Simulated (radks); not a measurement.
Results of a calculation; reference values are marked as such.
How relativity changes the ionisation of the tin ion Sn2+ ([Kr] 4d10 5s2) to Sn3+ ([Kr] 4d10 5s1). Spin-unpolarised spherical Kohn-Sham, PBE, point nucleus unless stated (finite: rms radius 4.6519 fm), a radial shooting solver on a logarithmic mesh with Libxc functionals. A level marked "c x" has the speed of light scaled by that factor.

| level | E(Sn2+) (hartree) | E(Sn3+) (hartree) | IE (eV) | HOMO | <r> HOMO (bohr) |
|---|---|---|---|---|---|
| non-rel. | -6024.08485 | -6022.99121 | 29.760 | 5s | 2.296 |
| scalar-rel. | -6176.43693 | -6175.29873 | 30.972 | 5s | 2.216 |
| scalar-rel., finite nucleus | -6176.27575 | -6175.13758 | 30.971 | 5s | 2.216 |
| Dirac | -6178.23511 | -6177.09694 | 30.971 | 5s1/2 | 2.217 |
| Dirac, finite nucleus | -6178.07345 | -6176.93531 | 30.970 | 5s1/2 | 2.217 |
| Dirac, c x 0.85 | -6243.39087 | -6242.23315 | 31.503 | 5s1/2 | 2.184 |
| Dirac, c x 2 | -6060.73057 | -6059.62657 | 30.042 | 5s1/2 | 2.277 |
| Dirac, c x 10 | -6025.52847 | -6024.43442 | 29.771 | 5s1/2 | 2.295 |

NIST Atomic Spectra Database: 30.506 eV (measured). The relativistic part of the total energy of Sn2+ is -154 hartree (Dirac, finite nucleus), 2.6 % of the non-relativistic value. Spin polarisation and multiplet splitting of open shells are left out at every level.

Beside tabulated values, note that relativity, absent from the non-relativistic runs, is large for the heavy elements, and spin-unpolarised runs miss the spin-polarisation part of the exchange energy of open shells.
